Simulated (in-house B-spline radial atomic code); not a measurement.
**Ionising Ho III (Ho2+) with different functionals**

Computed with a radial B-spline atomic code at the basis-set limit: scalar-relativistic (spin-free X2C) Hamiltonian, Fermi nucleus of rms radius 5.2022 fm, spin-polarised at highest spin, spherical fractional occupations for the functionals, the average over the highest-spin determinants for Hartree-Fock. The ionisation energy is the difference of two self-consistent energies, [Xe] 4f11 → [Xe] 4f10, without Breit or QED terms; ε is the level of the shell that loses the electron (its least bound occupied spin orbital). There is no spin-orbit coupling in this Hamiltonian.

Hybrids are left out here: with spherical fractional occupations of an open shell their exact exchange keeps a self-interaction that integer-occupation calculations don't have.

```
           method          rung  ΔSCF (eV)  -ε(4f) (eV)
     Hartree-Fock  Hartree-Fock      18.59        24.71
         LDA VWN5           LDA      24.81        16.41
         LDA PW92           LDA      24.80        16.41
LDA exchange-only           LDA      22.94        14.68
              PBE           GGA      24.40        16.04
           PBEsol           GGA      24.46        16.08
             BLYP           GGA      24.27        15.94
             RPBE           GGA      24.32        15.97
             PW91           GGA          ?            ?
             BP86           GGA      24.53        16.15
             AM05           GGA      24.50        16.10
             OLYP           GGA          ?            ?
             TPSS      meta-GGA      24.09        15.75
             SCAN      meta-GGA      23.78        15.50
           r2SCAN      meta-GGA      23.60        15.28
          revTPSS      meta-GGA      24.06        15.71
```

Question: What does PW91 give?

Answer: ΔSCF 24.52 eV, and -ε(4f) = 16.15 eV.

Question: What does OLYP give?

Answer: ΔSCF 24.62 eV, and -ε(4f) = 16.20 eV.

Question: How do they compare with the NIST value?

Answer: NIST lists 22.79 eV ± 0.03 (semi-empirical, ground level to ground level). Errors run from -4.20 to +2.02 eV; r2SCAN is closest (+0.81 eV), but part of that can be cancellation, since the calculations leave out spin-orbit coupling, Breit-QED terms, multiplet and fine-structure energies. Hartree-Fock also lacks correlation.
